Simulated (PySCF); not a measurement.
## Excitation energies in several basis sets

Compound: C3H4BFO2.
Z-matrix (Å and degrees, PBE0-D3(BJ)/def2-SVP geometry), rows numbered from 1:
```
F 
C   1  1.3338
C   2  1.3936  1  120.39
O   3  1.2680  2  122.10  1  -179.66
B   4  1.5360  3  117.55  2    14.70
O   5  1.5367  4  105.74  3   -41.88
C   6  1.2683  5  117.54  4    42.04
H   3  1.1003  2  120.03  1     5.21
H   5  1.2077  4  109.07  3  -159.08
H   5  1.2229  4  107.20  3    72.29
H   7  1.1006  2  120.11  1    -5.17
```

TDDFT with PBE0 (PySCF), vertical singlets, core orbitals frozen in the response, spherical d and f functions. Geometry: PBE0-D3(BJ)/def2-SVP, one conformer, isolated molecule.

How do the low singlets change with the basis? Take 6-31G*, def2-SVP, 6-31+G*, def2-SVPD, aug-cc-pVDZ and def2-TZVP.

| basis | functions | diffuse | S1 (eV) | S2 (eV) | S3 (eV) | S4 (eV) | S5 (eV) | LUMO (eV) | α (au) |
| --- | --- | --- | --- | --- | --- | --- | --- | --- | --- |
| 6-31G* | 106 | no | 3.63 | 4.90 | 5.24 | 6.33 | 7.27 | -2.45 | 48.0 |
| def2-SVP | 118 | no | 3.54 | 4.86 | 5.14 | 6.20 | 7.16 | -2.72 | 49.5 |
| 6-31+G* | 134 | yes | 3.56 | 4.88 | 5.16 | 6.25 | 6.48 | -2.78 | 55.1 |
| def2-SVPD | 181 | yes | 3.49 | 4.85 | 5.08 | 6.16 | 6.73 | -2.87 | 57.5 |
| aug-cc-pVDZ | 197 | yes | 3.50 | 4.83 | 5.10 | 6.21 | 6.25 | -2.78 | 58.4 |
| def2-TZVP | 241 | no | 3.54 | 4.83 | 5.12 | 6.22 | 6.96 | -2.75 | 55.7 |

States are compared by their number. Against the largest diffuse basis here (aug-cc-pVDZ, itself not a converged limit), sets without diffuse functions differ by up to 0.12 eV in S1 and 1.02 eV in S5; the smaller diffuse sets differ by up to 0.06 and 0.49 eV. State by state, the largest deviation of a set without diffuse functions is S1 0.12, S2 0.07, S3 0.14, S4 0.12, S5 1.02 eV. The same number needn't mean the same state in each row. Against aug-cc-pVDZ the polarisability deviates by -18% in 6-31G*, -15% in def2-SVP, -6% in 6-31+G*, -2% in def2-SVPD, -5% in def2-TZVP. A single + in a Pople set puts diffuse functions on heavy atoms only.
